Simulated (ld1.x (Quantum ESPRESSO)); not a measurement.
## nickel, PAW: configuration errors across variants

ld1.x (Quantum ESPRESSO) 7.5 input, shortened:

```
&input
   title='Ni', zed=28., rel=1, dft='PBESOL', iswitch=3,
   config='[Ar] 3d8 4s2 4p0 4f-2'
 /
 &inputp
   pseudotype=3, lpaw=.true., tm=.true., lloc=-1, rcloc=0.70,
   nlcc=.false.,
   which_augfun='BESSEL', rmatch_augfun=0.60
 /
8
4S  1  0   2.00   0.00  1.55  1.90  0.0
4S  1  0   0.00   2.70  1.55  1.90  0.0
3P  2  1   6.00   0.00  1.40  1.75  0.0
4P  3  1   0.00   0.00  1.40  1.75  0.0
3D  3  2   8.00   0.00  0.70  0.75  0.0
3D  3  2   0.00  -0.25  0.70  0.75  0.0
4F  4  3  -2.00   0.10  1.55  1.90  0.0
4F  4  3  -2.00   1.55  1.55  1.90  0.0
 &test
   configts(1)='3p6 3d8 4s2 4p0'
 /
```

All-electron excitation energies from the reference (eV): (1) 3p6 3d8 4s1 4p0 9.337; (2) 3p6 3d8 4s0 4p0 26.597; (3) 3p6 3d7 4s0 4p0 64.034; (4) 3p6 3d8.5 4s1.5 4p0 -1.188; (5) 3p6 3d8 4s0 4p2 9.542; (6) 3p6 3d9 4s0 4p0 6.264; (7) 3p6 3d8 4s1.5 4p0 3.727.

The default core radius of the base comes out at 0.35 bohr.

The overlap operator is not positive definite (basis up to 400 Ry) in “base”, “augmentation PSQ, inside the norm-conserving radii”, “wave 3d channel at -0.25 Ry: rcut 0.70, rcutus 0.75 bohr becomes 3d channel at -0.54 Ry: rcut 0.70, rcutus 0.75 bohr”, “type ultrasoft; waves now 4s (bound): rcut 1.55, rcutus 1.90 bohr; 4s channel at 2.7 Ry: rcut 1.55, rcutus 1.90 bohr; 3p (bound): rcut 1.40, rcutus 1.75 bohr; 4p (bound): rcut 1.40, rcutus 1.75 bohr; 3d (bound): rcut 0.70, rcutus 0.75 bohr; 3d channel at -0.25 Ry: rcut 0.70, rcutus 0.75 bohr; 4f channel at 0.1 Ry: rcut 1.55, rcutus 1.90 bohr; local potential all-electron potential smoothed inside 1.25 bohr (lloc = -1); core correction none; augmentation PSQ, inside the norm-conserving radii”, “waves 4f channel at 0.1 Ry: rcut 1.55, rcutus 2.80 bohr; 4f channel at 1.55 Ry: rcut 1.55, rcutus 2.80 bohr”. Such files are unfit for use, however small their errors in these radial tests.

1 further variants failed, have other tests or too few solved ones, and are left out.

A true bound ghost makes a file unfit for plane-wave use even where its test errors are small: the radial tests pick states by their node count and pass the ghost by.

Errors AE − PS in meV (a dash: test not solved or not reliable):

| change | (1) | (2) | (3) | (4) | (5) | (6) | (7) | bound ghosts |
| --- | --- | --- | --- | --- | --- | --- | --- | --- |
| base | +1.2 | +27 | +13 | -2.2 | +17 | +2.6 | -0.5 | s (f not tested, overlap not positive) |
| augmentation PSQ, inside the norm-conserving radii | -0.7 | -0.1 | -39 | -2.8 | -0.5 | -18 | -0.2 | s (f not tested, overlap not positive) |
| wave 3d channel at -0.25 Ry: rcut 0.70, rcutus 0.75 bohr becomes 3d channel at -0.54 Ry: rcut 0.70, rcutus 0.75 bohr | +1.6 | +30 | +14 | -1.0 | +19 | +14 | -0.4 | s (f not tested, overlap not positive) |
| type ultrasoft; waves now 4s (bound): rcut 1.55, rcutus 1.90 bohr; 4s channel at 2.7 Ry: rcut 1.55, rcutus 1.90 bohr; 3p (bound): rcut 1.40, rcutus 1.75 bohr; 4p (bound): rcut 1.40, rcutus 1.75 bohr; 3d (bound): rcut 0.70, rcutus 0.75 bohr; 3d channel at -0.25 Ry: rcut 0.70, rcutus 0.75 bohr; 4f channel at 0.1 Ry: rcut 1.55, rcutus 1.90 bohr; local potential all-electron potential smoothed inside 1.25 bohr (lloc = -1); core correction none; augmentation PSQ, inside the norm-conserving radii | 0.0 | +7.7 | -7.4 | +0.4 | +0.6 | +4.2 | -0.2 | s (f not tested, overlap not positive) |
| waves 4f channel at 0.1 Ry: rcut 1.55, rcutus 2.80 bohr; 4f channel at 1.55 Ry: rcut 1.55, rcutus 2.80 bohr | +1.3 | +28 | +11 | -1.4 | +18 | +6.7 | -0.5 | s (f not tested, overlap not positive) |

Give the same row for: core correction a·sin(br)/r model core inside 0.50 bohr.

+1.0, +22, -7.0, -0.8, +17, +9.7, -0.6; bound ghosts: s (f not tested, overlap not positive). Its overlap operator is not positive definite in a basis up to 400 Ry (lowest eigenvalue f -32.62), so the file is unfit for use: the generalised eigenproblem breaks down once the basis is large enough, and its test numbers describe a broken file.
